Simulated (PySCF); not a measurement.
SMILES C#CCC(C)(C)C (GFN2-xTB optimised geometry):

```
19

C      2.084    -1.312    -0.001
C      0.887    -1.321     0.000
C     -0.561    -1.321     0.000
C     -1.158     0.102     0.000
C     -2.684    -0.007    -0.006
C     -0.691     0.853    -1.248
C     -0.700     0.848     1.254
H      3.132    -1.310     0.000
H     -0.909    -1.861    -0.885
H     -0.910    -1.861     0.885
H     -3.037    -0.543     0.873
H     -3.030    -0.535    -0.892
H     -3.132     0.984    -0.003
H      0.394     0.918    -1.266
H     -1.099     1.861    -1.260
H     -1.019     0.340    -2.150
H     -1.102     1.859     1.263
H      0.385     0.907     1.284
H     -1.041     0.337     2.152
```

Method: PBE0/def2-SVP (PySCF).

Question: What are the frontier orbital energies and the dipole moment?

Answer: HOMO-2 -9.20 eV, HOMO-1 -7.61 eV, HOMO -7.60 eV, LUMO 1.28 eV, LUMO+1 1.60 eV; dipole moment 0.66 D.

Meta-Löwdin charges at PBE0/def2-SVP: C1 -0.22, C2 -0.02, C3 -0.19, C4 0.09, C5 -0.30, C6 -0.30, C7 -0.30, H8 0.15, H9 0.12, H10 0.12, H11 0.09, H12 0.09, H13 0.10, H14 0.11, H15 0.10, H16 0.09, H17 0.10, H18 0.11, H19 0.09.
